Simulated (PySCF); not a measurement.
A structure optimised at B3LYP-D3(BJ)/def2-SVP, used in a PySCF frequency run:

```xyz
9

Al     0.0134     0.8059     0.0000
F     -0.9498     2.1612     0.0000
O      1.7049     0.9265     0.0000
H      2.2260     1.7338     0.0000
S     -0.8844    -1.1584     0.0000
C      0.6426    -2.2088     0.0000
H      1.5547    -1.5991     0.0000
H      0.6247    -2.8433     0.8962
H      0.6247    -2.8433    -0.8962
```
Charge 0, spin multiplicity 1.

### Question
Write its SMILES, formula and point group.

### Answer
C[S][Al]([OH])[F], CH₄AlFOS, Cs

### Question
What are its rotational constants (standard atomic weights)?

### Answer
4.8973, 2.0669, 1.4671 GHz
